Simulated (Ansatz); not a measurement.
Born–Oppenheimer molecular dynamics of FH₅O₂W (9 atoms, charge 0, multiplicity 1). It starts from a relaxed structure.

These are results of RKS PBE/def2-SVP in Ansatz, not measurements.

- ensemble: NVT, Nosé–Hoover chain
- time step: 0.5 fs
- steps asked: 300
- set temperature: 2000 K
- thermostat: time constant 100 fs, chain length 3 (defaults)
- seed: 662937

First frame:

```xyz
9
Properties=species:S:1:pos:R:3
W -0.173 0.146 0.209
O -0.425 0.050 2.122
H -0.475 -0.688 2.755
H 1.349 0.026 -0.531
O -0.206 1.953 -0.151
H -0.147 2.783 -0.652
H -1.450 -0.118 -0.876
F -0.075 -1.740 0.357
H 0.059 -0.327 -1.445
```

Problem. What does the run give?

Solution. All steps were run.

* steps done: 300
* time covered: 150 fs
* mean temperature over the second half: 1380 K
* spread of the potential energy over the second half: 25.4 meV per atom
* mean potential energy of the second half above the start: 132.1 meV per atom

The conserved energy stayed within 0.95 meV per atom of its start (net change 0.82 meV per atom), so the integration is sound. The mean temperature of the second half is 31 % below the set value. A run of 0.15 ps of so small a system gives no equilibrium averages.

Problem. What happens to the structure?

Solution. The same pairs are bonded in the first frame and the last. Pairs count as bonded within 1.25 times the sum of covalent radii (0.12 Å more for H–H). The details hang on the random start.

Problem. How do temperature and energy run in time?

Solution. 
```tsv
time (fs)	T (K)	potential energy less start (eV)	conserved less start (meV/atom)
0.0	2000	0.000	0.00
12.5	501	1.366	0.70
25.0	1034	0.903	0.54
37.5	1264	0.730	0.58
50.0	888	1.119	0.45
62.5	644	1.397	0.72
75.0	1291	0.896	0.54
87.5	1067	1.224	0.73
100.0	1473	0.962	0.69
112.5	1106	1.441	0.66
125.0	1727	1.005	0.37
137.5	1374	1.453	0.87
150.0	1889	1.104	0.82
```

Run time: 12 min on 1 thread of Intel(R) Xeon(R) Platinum 8488C (Sapphire Rapids), with other jobs on the host, peak memory 0.15 GiB.
